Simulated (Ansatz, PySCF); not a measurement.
Energy difference 2 R1 + 2 R2 + R3 → 4 P1 + P2, each structure at its B3LYP-D3(BJ)/def2-TZVP stationary point, reached from a drawn start (curvature not checked).
P1: H2 (SMILES [H][H]), charge 0, multiplicity 1.
R1: HCl (SMILES Cl), charge 0, multiplicity 1.
R2: HF (SMILES F), charge 0, multiplicity 1.
R3: SiH4 (SMILES [SiH4]), charge 0, multiplicity 1.
P2, Cl2F2Si (SMILES F[Si](F)(Cl)Cl) (charge 0, multiplicity 1):
```xyz
5

Si    -0.003    -0.080     0.002
F     -0.164    -1.033    -1.243
F      0.091    -0.985     1.288
Cl    -1.625     1.112     0.143
Cl     1.700     0.986    -0.189
```

P less R. No zero-point or thermal terms.

Cores are frozen in the correlated methods.

Programs: Ansatz (Gaussian orbitals); PySCF for the D3/D4 terms. Each number belongs to the level named beside it.

| level | reaction energy (kcal/mol) |
|---|---|
| PBE-D3(BJ)/def2-TZVPP | -91.12 |
| BLYP-D4/def2-TZVPP | -96.57 |
| BHLYP-D4/def2-TZVPP | -95.10 |
| CAM-B3LYP-D4/def2-TZVPP | -94.16 |
| B2PLYP/def2-TZVPP | -94.03 |
| B2PLYP-D3(BJ)/def2-TZVPP | -95.91 |
| CCSD/cc-pV(D+d)Z | ___ |
| CCSD(T)/cc-pV(D+d)Z | ___ |
| CCSD(T)/cc-pV(Q+d)Z | ___ |

### Question
Complete the blanks.

### Answer

- CCSD/cc-pV(D+d)Z, reaction energy (kcal/mol): -72.61
- CCSD(T)/cc-pV(D+d)Z, reaction energy (kcal/mol): -74.68
- CCSD(T)/cc-pV(Q+d)Z, reaction energy (kcal/mol): -95.59

Ansatz is a quantum-chemistry and plane-wave program.
